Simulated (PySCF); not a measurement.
Exercise with solution: entropy of an ideal gas

Zr(Cl)(OH)3 (ClH3O3Zr), SMILES [OH][Zr]([OH])([OH])[Cl], multiplicity 1.

Coordinates come from a B3LYP-D3(BJ)/def2-SVP optimisation. The multiplicity is an assumed one; no other spin state was optimised. The structure was generated by enumeration; whether it is a known compound was not checked. The def2 effective core potentials stand for the cores of Zr; spin–orbit coupling is left out. The values are those of a single conformer.

B3LYP-D3(BJ)/def2-SVP (PySCF) gives the harmonic wavenumbers 129, 129, 163, 179, 179, 183, 273, 273, 303, 303, 343, 392, 731, 732, 732, 3971, 3971, 3977 cm⁻¹ and the rotational temperatures 0.1343, 0.0807, 0.0807 K. The molar mass is 177.70 g/mol, the symmetry number 3, the spin multiplicity 1.

**Question.** Work out the entropy at 298.15 K and 1 atm in the rigid-rotor, harmonic-oscillator model.

**Answer.** 
Translation (Sackur–Tetrode at 1 atm): S = R[1.5 ln M + 2.5 ln T − 1.16487] = 173.4 J/(mol K).
Rotation: q = (√π/σ) T^1.5/√(θA θB θC) = 103000, S = R[ln q + 3/2] = 108.4 J/(mol K).
Vibration: with u = 1.4388 ν/T, each mode gives R[u/(e^u − 1) − ln(1 − e^−u)]:
```tsv
ν (cm⁻¹)	modes	u	S (J/(mol K))
129	2	0.62	24.78
163	1	0.79	10.52
179	2	0.86	19.57
183	1	0.88	9.61
273	2	1.32	13.20
303	2	1.46	11.72
343	1	1.66	5.01
392	1	1.89	4.15
731	1	3.53	1.14
732	2	3.53	2.26
```
The stiffer modes add less than 0.005 each. Sum 102.0 J/(mol K).
Spin: R ln 1 = 0.0 J/(mol K).
Total 383.7 J/(mol K); the program's own thermochemistry gives 383.7. Translation makes up 45 % and vibration 27 %. Anharmonicity, hindered rotation and orbital degeneracy are left out.
